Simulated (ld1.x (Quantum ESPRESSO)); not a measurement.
**Cutoff test, Au (Z = 79), TM**

- Element: Au (Z = 79)
- Generator: ld1.x (Quantum ESPRESSO) 7.5
- Type: norm-conserving Troullier–Martins (Kleinman–Bylander form)
- Functional: PBE
- Relativity: scalar-relativistic
- Frozen core: [Kr] 4d10 4f14
- Valence charge: 19
- Reference configuration: 5s2 5p6 5d10 6s0 6p0 (charge +1)
- Partial waves: 5s (bound): rc 1.55 bohr; 5p (bound): rc 1.60 bohr; 5d (bound): rc 1.60 bohr
- Local potential: all-electron potential smoothed inside 1.20 bohr (lloc = -1)
- Core correction: none

The pseudo-atom Hamiltonian at the reference potential is diagonalised in spherical Bessel functions j_l(qr) that vanish at 20 bohr, with q² up to the cutoff. All-electron valence levels (Ry): 5s -8.5904, 6s -0.9710, 5p -5.0232, 6p -0.4933, 5d -1.1266.

Q: How do the lowest levels (Ry) of each channel move with the cutoff, and are there ghosts?

A:

```tsv
cutoff (Ry)	s #1	s #2	s #3	p #1	p #2	p #3	d #1	f #1	Σ f·Δε (mRy)
8	-8.2634	-0.9285	-0.2278	-3.5200	-0.3775	-0.1181	-0.4430	-0.0483	16522.5
12	-8.4890	-1.0585	-0.2519	-4.4069	-0.4377	-0.1301	-0.6655	-0.0483	8524.4
18	-8.5032	-1.1436	-0.2699	-4.9102	-0.4834	-0.1387	-0.9305	-0.0484	2826.6
21	-8.5121	-1.1651	-0.2754	-4.9778	-0.4927	-0.1405	-1.0040	-0.0484	1668.3
30	-8.5540	-1.2189	-0.2923	-5.0183	-0.5031	-0.1425	-1.1007	-0.0484	374.1
40	-8.5837	-1.3680	-0.3551	-5.0193	-0.5044	-0.1428	-1.1259	-0.0484	57.2
50	-8.5864	-1.7133	-0.5221	-5.0223	-0.5047	-0.1429	-1.1275	-0.0484	17.6
60	-8.5870	-2.0985	-0.6447	-5.0234	-0.5049	-0.1429	-1.1275	-0.0484	9.7
70	-8.5887	-2.3993	-0.7042	-5.0235	-0.5052	-0.1430	-1.1276	-0.0484	4.7
90	-8.5904	-2.6251	-0.7379	-5.0236	-0.5055	-0.1431	-1.1276	-0.0484	0.6
110	-8.5904	-2.6650	-0.7439	-5.0236	-0.5056	-0.1431	-1.1276	-0.0484	0.2
400	-8.5905	-2.6730	-0.7453	-5.0236	-0.5056	-0.1431	-1.1276	-0.0484	0.0
```

Result: ghost state, extra bound levels that the all-electron valence spectrum of the same l lacks: s at -36.4 eV (a true bound ghost makes a file unfit for plane-wave use); 10 mRy is reached at 60 Ry and 1 mRy at 90 Ry.

The cutoffs count occupied waves only; the empty 6s level needs 90 Ry at the loose tolerance. 5 of 7 tests not solved or not reliable.
